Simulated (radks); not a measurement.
Spherical quantum dot in the effective-mass picture: electrons in a parabolic well V = omega^2 r^2 / 2 with omega = 0.0701, with a point charge +1 (a donor) at the centre, all in effective atomic units (hartree* = m*/eps^2 hartree, bohr* = eps/m* bohr), one dielectric constant everywhere. Calculated with a radial shooting solver with Libxc functionals: non-relativistic Kohn-Sham, exchange-only LDA, spin-polarised, spherical densities. Levels are named by radial order and angular momentum (1s, 1p, 1d, 2s, ...), and open shells are averaged over m.

N = 3, configuration 1s2 1p(up 1, down 0). This is the lowest configuration that the search found (a dilute case). Occupied and some empty levels:

| level | occupation | eigenvalue (hartree*) | <r> (bohr*) |
|---|---|---|---|
| 1s down | 1 | 0.28666 | 2.155 |
| 1s up | 1 | 0.29470 | 2.964 |
| 1p up | 1 | 0.38536 | 6.644 |
| 2s up | 0 | 0.39228 | 6.252 |
| 2s down | 0 | 0.43006 | 6.719 |
| 1p down | 0 | 0.43370 | 6.582 |
| 1d up | 0 | 0.43712 | 7.591 |
| 1d down | 0 | 0.48593 | 7.834 |
| 1f up | 0 | 0.49408 | 8.390 |
| 1f down | 0 | 0.53929 | 8.763 |

Energy (hartree*): total -0.0591488, kinetic 0.55473, external -1.3600, Hartree 1.1658, exchange-correlation -0.41968.
